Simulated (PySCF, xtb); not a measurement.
Hg(Cl)2 anion (Cl2Hg), SMILES [Hg]([Cl])[Cl] (connectivity only; charge and spin as stated), charge -1, multiplicity 2.

Harmonic wavenumbers (cm⁻¹) from GFN2-xTB (xtb 6.7.1) at its own minimum, in rising order: 29, 131, 138.

Task: What does PBE-D3(BJ)/def2-SVPD run with PySCF give at its own minimum? (The exact figures need the calculation; the answer reports its results.)

Result: 8, 172, 179. Paired by order, the mean absolute difference is 35 cm⁻¹ and the zero-point energies are 0.4 and 0.5 kcal/mol.
